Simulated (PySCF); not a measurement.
Al(H)(Cl)(vinyl) (C2H4AlCl), SMILES [CH](=C)[AlH][Cl]. Geometry: PBE0-D3(BJ)/def2-SVP. Other conformers were not sampled.

Problem. Give the equilibrium geometry at PBE0-D3(BJ)/def2-SVP (PySCF confirms it by a frequency run) as a Z-matrix, and its point group. (An estimate is asked for; the answer gives what the named calculation found.)

Solution. Several could match; the one computed here: point group Cs.
```
C
C 1 1.3434
H 2 1.0971 1 121.71
H 2 1.0977 3 115.69 1 -180.00
H 1 1.0993 2 117.02 3 180.00
Al 1 1.9348 5 121.67 2 180.00
H 6 1.5792 1 126.23 5 0.00
Cl 6 2.1135 7 117.62 1 180.00
```
Charge 0, spin multiplicity 1.
